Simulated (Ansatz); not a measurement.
The same ligand exchange along the group C, Si, Ge.

Isolated molecules relaxed with PBE0-D4/def2-TZVP in Ansatz; ΔE leaves out vibrations. CCSD(T)/CBS adds triple-zeta CCSD(T) − MP2 to the extrapolated MP2 energy (def2 sets, frozen cores). This one scheme is used for every species. Functionals use def2-TZVPP. For Ge outer-core shells are correlated without core-valence functions, which leaves a few kJ/mol of doubt a bond. Scalar relativity is left out up to krypton. Each species was taken in one conformer, which may not be the lowest.

```json
{"reaction": "`OC(O)(Cl)Cl` + H–F → `OC(F)(Cl)Cl` + H₂O", "B2PLYP (kJ/mol)": "4"}
{"reaction": "`O[Si](O)(Cl)Cl` + H–F → `O[Si](F)(Cl)Cl` + H₂O", "B2PLYP (kJ/mol)": "-37"}
{"reaction": "`[OH][Ge]([OH])([Cl])[Cl]` + H–F → `[OH][Ge]([F])([Cl])[Cl]` + H₂O", "B2PLYP (kJ/mol)": "-23"}
```

Question: Give the CCSD(T)/CBS values in the same order. (An estimate is asked.)

Answer: The calculation gave: 10, -35, -19 kJ/mol.

Largest T1 diagnostic: 0.011, for `OC(F)(Cl)Cl`.
